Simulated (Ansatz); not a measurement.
Input and output for C$_{4}$H$_{11}$Al, SMILES `C[CH2][Al]([CH3])[CH3]`.

```yaml
crystal:
  periodic: [false, false, false]
  atoms:
    - {symbol: C, position_ang: [1.098864, 1.367145, -1.544521]}
    - {symbol: C, position_ang: [1.077613, -0.048741, -0.970929]}
    - {symbol: Al, position_ang: [-0.264678, -0.423079, 0.416601]}
    - {symbol: C, position_ang: [-0.432236, -2.240758, 1.128113]}
    - {symbol: C, position_ang: [-1.420332, 1.021417, 1.061690]}
    - {symbol: H, position_ang: [1.879123, 1.501917, -2.300482]}
    - {symbol: H, position_ang: [1.272815, 2.115664, -0.766231]}
    - {symbol: H, position_ang: [0.146893, 1.625538, -2.017088]}
    - {symbol: H, position_ang: [2.061827, -0.300156, -0.550382]}
    - {symbol: H, position_ang: [0.940746, -0.782781, -1.777273]}
    - {symbol: H, position_ang: [-0.752000, -2.252123, 2.174220]}
    - {symbol: H, position_ang: [-1.193664, -2.794696, 0.564787]}
    - {symbol: H, position_ang: [0.495337, -2.814500, 1.048168]}
    - {symbol: H, position_ang: [-0.834978, 1.753743, 1.630768]}
    - {symbol: H, position_ang: [-2.224965, 0.671957, 1.713489]}
    - {symbol: H, position_ang: [-1.873266, 1.576749, 0.233568]}
basis:
  gaussian: {orbitals: x2c-TZVPPall}
total_charge: 1
magnetization: {spin_polarized: true, initial_magnetization: 1}
hamiltonian: {xc: {name: BHLYP}, dispersion: d4}
output: {forces: true}
```

```sh
$ ansatz run in.yaml --threads 4 --pin off --events-out ev --progress --plain --max-ram 10444MiB
```

Shortened log:

```
Functional definition: BHLYP
1848 factors; their error is unknown
mean field evaluation 1: about -10913.9974 eV, gradient 5.7e1 eV
mean field evaluation 2: about -10918.5936 eV, gradient 4.5e1 eV
mean field evaluation 4: about -10928.4954 eV, gradient 1.5e0 eV
mean field evaluation 8: about -10928.5124 eV, gradient 7.5e-2 eV
mean field evaluation 16: about -10928.5531 eV, gradient 9.4e-3 eV
mean field -10928.55306239 eV, -401.6169174033 hartree, gradient 2.4e-5 eV, S^2 0.759817; 2 other end points of the search recorded, 0 dependent functions left out
reference -10928.55326801 eV, -401.6169249598 hartree; 24, 23 occupied and 296, 297 virtual orbitals, 1848 factors
Total energy: -10928.85388643 eV, -401.6279724832 hartree
Relativity: scalar
Atom 0 at     1.098864     1.367145    -1.544521 Å, force    -1.472201     0.293217     1.205896 eV/Å
Atom 1 at     1.077613    -0.048741    -0.970929 Å, force     3.507759     1.175229    -3.672474 eV/Å
Atom 2 at    -0.264678    -0.423079     0.416601 Å, force    -2.234091    -0.699061     2.354211 eV/Å
Atom 3 at    -0.432236    -2.240758     1.128113 Å, force     0.545071    -0.760146    -0.454927 eV/Å
Atom 4 at    -1.420332     1.021417     1.061690 Å, force     0.223635     0.982511    -0.444693 eV/Å
Atom 5 at     1.879123     1.501917    -2.300482 Å, force     0.066110    -0.538967     0.155883 eV/Å
Atom 6 at     1.272815     2.115664    -0.766231 Å, force     0.115570    -0.251377    -0.297083 eV/Å
Atom 7 at     0.146893     1.625538    -2.017088 Å, force     0.383893    -0.136674     0.004117 eV/Å
Atom 8 at     2.061827    -0.300156    -0.550382 Å, force    -0.697419    -0.049330     0.858473 eV/Å
Atom 9 at     0.940746    -0.782781    -1.777273 Å, force    -0.879105    -0.126638     0.652906 eV/Å
Atom 10 at    -0.752000    -2.252123     2.174220 Å, force     0.154616     0.463076    -0.262126 eV/Å
Atom 11 at    -1.193664    -2.794696     0.564787 Å, force     0.230744     0.315968     0.015257 eV/Å
Atom 12 at     0.495337    -2.814500     1.048168 Å, force    -0.321946     0.119020     0.066882 eV/Å
Atom 13 at    -0.834978     1.753743     1.630768 Å, force    -0.109639    -0.258321    -0.187947 eV/Å
Atom 14 at    -2.224965     0.671957     1.713489 Å, force     0.360693    -0.352029    -0.249947 eV/Å
Atom 15 at    -1.873266     1.576749     0.233568 Å, force     0.126310    -0.176478     0.255572 eV/Å
Dipole moment:     0.350639     0.024686    -0.333083 e Å
```

Run time 25 s (4 threads of an Arm Neoverse V1 on a shared host); peak host memory 1.7 GiB.
